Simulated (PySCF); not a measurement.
Species: (HBe-mu-Cl)2.
Cartesian coordinates in Å at the PBE0-D3(BJ)/def2-SVP level; atoms count from 1:
```
atom  x, y, z in Å
Be1    0.6319   -0.3556   -1.1257
H2     1.2623   -0.7153   -2.2457
Cl3   -0.2702    1.4029   -0.5937
Be4   -0.6321    0.3567    1.1253
H5    -1.2624    0.7133    2.2463
Cl6    0.2704   -1.4020    0.5935
```

Level of theory: PySCF, PBE0-D3(BJ)/def2-SVP geometry optimisation, gas phase.

Problem. Which atoms are bound to Be1, and at what distances?

Solution. 3 atoms: H2 1.335 Å, Cl6 2.045 Å, Cl3 2.047 Å. The nearest atom not counted as bound is Be4, at 2.68 Å.

Problem. List the angles at Be1.

Solution. 
```csv
angle,degrees,distance of the outer atoms (Å)
H2–Be1–Cl3,131.1,3.09
H2–Be1–Cl6,130.6,3.08
Cl3–Be1–Cl6,98.2,3.09
```

Problem. What is the shape at Be1?

Solution. Planar: angles 131.1°, 130.6° and 98.2°, sum 360.0°, 0.00 Å off the plane of its three neighbours. Differences among atoms that D2h makes equivalent are scatter left by the optimiser.

Problem. Give some angles away from the centre.

Solution. Be1–Cl3–Be4 81.8°.

Problem. What are the rotational constants (commonest isotopes, rigid rotor)?

Solution. A = 10816, B = 3020, C = 2361 MHz: an asymmetric top.

Point group: D2h (every atom within 0.08 Å of its image). Charge 0, singlet. No frequency check.

One conformer stands for the species.
